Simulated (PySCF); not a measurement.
B2, triplet, at a GFN2-xTB geometry. Base run: M06L/def2-SVP (PySCF).

Geometry (Å):
```xyz
2

B      0.0000     0.0000    -0.7024
B      0.0000     0.0000     0.7024
```
Charge 0, spin multiplicity 3.
Orbitals are unrestricted.
All else is at PySCF's defaults.
Base energy -49.32829 Eh.

Each row names what was changed in the base input (with any setting that the change needs).

| change | ΔE vs base (mEh) | grid points | electrons on the grid |
|---|---|---|---|
| base | 0.000 | 28096 | 10.00000 |
| grids.atom_grid = (30, 110) | 0.205 | 4896 | 10.00006 |
| grids.level = 4 | 0.012 | 56208 | 10.00000 |
| grids.level = 1 | -0.171 | 10360 | 10.00000 |
| grids.atom_grid = (50, 194) | 0.134 | 13016 | 10.00000 |
| grids.level = 0 | 14.156 | 2176 | 9.99493 |
| grids.atom_grid = (75, 302) | 0.000 | 28096 | 10.00000 |
| grids.atom_grid = (150, 974) | 0.012 | 156048 | 10.00000 |
| grids.prune = dft.gen_grid.treutler_prune | -0.104 | 24856 | 10.00000 |
| grids.level = 7 | 0.011 | 172984 | 10.00000 |
| grids.radi_method = gauss_chebyshev | 0.012 | 26656 | 10.00000 |

Open shells are given as the SCF converged; they aren't shown to be the lowest states, and a large step between rows can be another state.
